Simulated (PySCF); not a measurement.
First SCF of a structure search on singlet TaN(OH)2, at a hand-made B3LYP minimum (heavy-atom frame) geometry. PySCF input:

```python
from pyscf import gto, scf, dft
mol = gto.M(atom='''
Ta     0.026971     0.147975     0.037440
N     -0.114390    -0.627602     1.556096
O      1.466107    -0.778514    -0.860936
O     -1.646497    -0.211194    -0.860936
H      1.913439    -1.547144    -0.483595
H     -2.336243    -0.772574    -0.483595''',
    basis={'Ta': 'def2-SVP', 'N': 'def2-SVP', 'O': 'def2-SVP', 'H': 'def2-SVP'},
    ecp={'Ta': 'def2-SVP'},
    charge=0, spin=0)
mf = dft.RKS(mol, xc='B3LYP')
mf.grids.atom_grid = (50, 194)
aux = {'Ta': 'def2-universal-JKFIT', 'N': 'def2-universal-JKFIT', 'O': 'def2-universal-JKFIT', 'H': 'def2-universal-JKFIT'}
mf = mf.density_fit(auxbasis=aux)
mf.conv_tol = 1e-08
mf.diis_space = 10
mf.max_cycle = 60
mf.init_guess = 'minao'
mf.verbose = 4
mf.kernel()
```

Excerpt of the output (cycles and frontier levels):

```
init E= -250.498405380652
  HOMO = -0.567620142856847  LUMO = -0.436553606173785  gap/eV = 3.56650
cycle= 1 E= -263.004008600349  delta_E= -12.5  |g|= 1.18  |ddm|= 8.05
  HOMO = -0.119001243430043  LUMO = -0.0324360137636539  gap/eV = 2.35556
cycle= 2 E= -262.669375016991  delta_E= 0.335  |g|= 1.72  |ddm|= 2.77
  HOMO = -0.169095714243199  LUMO = -0.109583557312313  gap/eV = 1.61941
cycle= 3 E= -263.145129194881  delta_E= -0.476  |g|= 0.885  |ddm|= 1.91
  HOMO = -0.241311301011019  LUMO = -0.114908647991857  gap/eV = 3.43959
cycle= 4 E= -263.319217313464  delta_E= -0.174  |g|= 0.197  |ddm|= 0.756
  HOMO = -0.244627613244672  LUMO = -0.128240324914913  gap/eV = 3.16706
cycle= 5 E= -263.32342632828  delta_E= -0.00421  |g|= 0.14  |ddm|= 0.269
  HOMO = -0.242101992257333  LUMO = -0.120494478761408  gap/eV = 3.30911
cycle= 6 E= -263.327840639778  delta_E= -0.00441  |g|= 0.00544  |ddm|= 0.111
  HOMO = -0.241985104503536  LUMO = -0.120212292246187  gap/eV = 3.31361
cycle= 7 E= -263.327847129212  delta_E= -6.49e-06  |g|= 0.00133  |ddm|= 0.00571
  HOMO = -0.242206560039283  LUMO = -0.12039640140614  gap/eV = 3.31462
cycle= 8 E= -263.327847736584  delta_E= -6.07e-07  |g|= 0.000226  |ddm|= 0.00219
  HOMO = -0.242241405050279  LUMO = -0.12039036816391  gap/eV = 3.31574
cycle= 9 E= -263.327847777605  delta_E= -4.1e-08  |g|= 7.17e-05  |ddm|= 0.000673
  HOMO = -0.242238815284139  LUMO = -0.120390632325964  gap/eV = 3.31566
cycle= 10 E= -263.327847781231  delta_E= -3.63e-09  |g|= 4.61e-05  |ddm|= 0.000241
  HOMO = -0.242240008453328  LUMO = -0.12039249158088  gap/eV = 3.31564
Extra cycle  E= -263.32784777991  delta_E= 1.32e-09  |g|= 9.8e-05  |ddm|= 0.000115
converged SCF energy = -263.32784777991
```

No lower solution of this spin was found by a stability analysis within the restricted form, which does not test spin polarisation.

No spin–orbit coupling is included, which matters more the heavier the element.

The search for the lowest solution, with the stability check, took 5 s on 2 threads of a shared Arm Neoverse N1 host, with 84 basis functions; the process peaked at 0.39 GiB. Launch command: `OMP_NUM_THREADS=2 python axn.py task.json out`.
